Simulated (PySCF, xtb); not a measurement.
CH₇BSi, SMILES CB[SiH3].

Harmonic wavenumbers (cm⁻¹) from GFN2-xTB (xtb) at its own minimum, in rising order: 40, 71, 226, 389, 493, 559, 640, 768, 809, 825, 838, 869, 1019, 1139, 1378, 1472, 1498, 2180, 2185, 2196, 2600, 2963, 3013, 3022.

Problem. What does PBE0-D3(BJ)/def2-SVP in PySCF give at its own minimum? (Estimate from the structure and the level; the computed values follow.)

Solution. 49, 131, 216, 422, 509, 526, 628, 838, 843, 880, 926, 947, 1032, 1135, 1294, 1389, 1444, 2191, 2207, 2211, 2585, 2998, 3110, 3171. Paired by order, the mean absolute difference is 45 cm⁻¹ and the zero-point energies are 44.6 and 45.3 kcal/mol.
